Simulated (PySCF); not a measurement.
# Basis and Hamiltonian dependence of the excitation energy of Pt⁺

Pt⁺ [Xe] 4f14 5d9 (2D) → Pt⁺ [Xe] 4f14 5d8 6s1, s spin flipped. All values are computed (PySCF 2.14, energy differences of UHF-based or UKS calculations, no spin-orbit coupling). Values in eV.

```tsv
basis	Hamiltonian	functions	UHF	PBE	PBE0	MP2 (valence)
ANO-RCC-VTZP	spin-free X2C	84	1.196	1.445	1.495	1.661
def2-QZVPPD with the def2 core potential (60 electrons)	ECP	88	1.209	1.489	1.530	1.712
aug-cc-pVTZ-PP with ECP60MDF	ECP	88	1.178	1.463	1.502	1.653
x2c-TZVPPall with one added diffuse shell each of s, p, d, f type	spin-free X2C	113	1.194	1.456	1.503	1.665
aug-cc-pVTZ-PP with one added diffuse shell each of s, p, d, f, g type with ECP60MDF	ECP	113	1.176	1.461	1.500	1.649
aug-cc-pVQZ-PP with ECP60MDF	ECP	135	1.162	1.450	1.488	1.680
```

Frozen in the all-electron rows: valence: [Xe] 4f14; with a core potential, the same shells as far as they lie outside it.

In the upper determinant the s electron has its spin opposite to the other open shell, which mixes two multiplicities.
